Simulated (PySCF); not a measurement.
Level of theory: PySCF with B3LYP-D3(BJ)/def2-TZVP. Isolated molecules, 0 K electronic values unless said otherwise. B3LYP has the VWN-RPA correlation part, as in Gaussian. Excitations are Tamm–Dancoff values on a coarser integration grid. The basis has no diffuse functions, so Rydberg states are missing or too high.

Reference species (SMILES): `C#CN[SiH3]` (neutral, multiplicity 1).

| Item | Result |
|---|---|
| T1 excitation (TDA) | 4.91 eV |
| dipole moment | 1.40 D |
| LUMO | -0.19 eV |
| HOMO–LUMO gap | 6.12 eV |

Changed species: `C1=[SiH]CN1`.

Problem. What does the change do to the T1 excitation (TDA), dipole moment, LUMO and HOMO–LUMO gap?

Solution. the T1 excitation (TDA) drops by 3.01 eV, to 1.90 eV; the dipole moment goes up by 2.21 D, to 3.61 D; the LUMO falls by 1.34 eV, to -1.53 eV; the HOMO–LUMO gap falls by 2.36 eV, to 3.76 eV.
